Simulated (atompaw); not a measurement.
## How hard is this lanthanum (La) PAW (atompaw) potential?

| Property | Result |
| --- | --- |
| Element | La |
| Generator | atompaw 4.2.0.5 |
| Type | PAW |
| Functional | LDA (PW92) |
| Relativity | scalar-relativistic |
| Frozen core | [Kr] 4d10 |
| Valence charge | 11 |
| Reference configuration | 4f0 5s2 5p6 5d2 6s1 6p0 |
| Partial waves | 5s (bound): rc 2.80 bohr; 6s (bound): rc 2.95 bohr; 5p (bound): rc 2.95 bohr; 6p (bound, empty): rc 2.95 bohr; 5d (bound): rc 2.95 bohr; 5d channel at 3.8 Ry: rc 2.95 bohr; 4f (bound, empty): rc 1.30 bohr; 4f channel at 0.15 Ry: rc 1.30 bohr |
| Local potential | ultrasoft scheme with l = 4 at 0 Ry, radius 2.45 bohr |
| Core correction | smooth core density matched at 2.55 bohr |
| Augmentation charge | sinc compensation charge, radius 2.20 bohr; PAW radius 2.95 bohr; waves and projectors: custom polynom vanderbiltortho |

The pseudo-atom Hamiltonian at the reference potential is diagonalised in spherical Bessel functions j_l(qr) that vanish at 20 bohr, with q² up to the cutoff. All-electron valence levels (Ry): 5s -2.7578, 6s -0.2428, 5p -1.5461, 6p -0.0835, 5d -0.1673, 4f -0.2221.

**Question.** How do the lowest levels (Ry) of each channel move with the cutoff, and are there ghosts?

**Answer.**

```json
{"cutoff (Ry)": "8", "s #1": "-2.7573", "s #2": "-0.2427", "s #3": "0.0053", "p #1": "-1.5445", "p #2": "-0.0833", "d #1": "-0.1651", "d #2": "0.0437", "f #1": "0.0898", "f #2": "0.1953", "Σ f·Δε (mRy)": "15.2"}
{"cutoff (Ry)": "10", "s #1": "-2.7574", "s #2": "-0.2428", "s #3": "0.0053", "p #1": "-1.5453", "p #2": "-0.0833", "d #1": "-0.1670", "d #2": "0.0435", "f #1": "0.0898", "f #2": "0.1951", "Σ f·Δε (mRy)": "6.3"}
{"cutoff (Ry)": "12", "s #1": "-2.7577", "s #2": "-0.2428", "s #3": "0.0053", "p #1": "-1.5455", "p #2": "-0.0833", "d #1": "-0.1671", "d #2": "0.0435", "f #1": "0.0897", "f #2": "0.1951", "Σ f·Δε (mRy)": "4.5"}
{"cutoff (Ry)": "15", "s #1": "-2.7578", "s #2": "-0.2428", "s #3": "0.0053", "p #1": "-1.5460", "p #2": "-0.0834", "d #1": "-0.1672", "d #2": "0.0435", "f #1": "0.0897", "f #2": "0.1951", "Σ f·Δε (mRy)": "1.1"}
{"cutoff (Ry)": "18", "s #1": "-2.7578", "s #2": "-0.2428", "s #3": "0.0053", "p #1": "-1.5460", "p #2": "-0.0834", "d #1": "-0.1673", "d #2": "0.0435", "f #1": "0.0897", "f #2": "0.1951", "Σ f·Δε (mRy)": "0.3"}
{"cutoff (Ry)": "21", "s #1": "-2.7578", "s #2": "-0.2429", "s #3": "0.0053", "p #1": "-1.5460", "p #2": "-0.0834", "d #1": "-0.1673", "d #2": "0.0435", "f #1": "0.0897", "f #2": "0.1951", "Σ f·Δε (mRy)": "0.3"}
{"cutoff (Ry)": "25", "s #1": "-2.7578", "s #2": "-0.2429", "s #3": "0.0053", "p #1": "-1.5461", "p #2": "-0.0834", "d #1": "-0.1673", "d #2": "0.0435", "f #1": "0.0897", "f #2": "0.1950", "Σ f·Δε (mRy)": "0.1"}
{"cutoff (Ry)": "400", "s #1": "-2.7578", "s #2": "-0.2429", "s #3": "0.0053", "p #1": "-1.5461", "p #2": "-0.0834", "d #1": "-0.1673", "d #2": "0.0435", "f #1": "-0.2221", "f #2": "0.0902", "Σ f·Δε (mRy)": "0.0"}
```

Result: no extra level below or beside the all-electron valence levels (s, p, d, f tested); 10 mRy is reached at 10 Ry and 1 mRy at 18 Ry.

The cutoffs count occupied waves only; the empty 4f level needs 70 Ry at the loose tolerance.
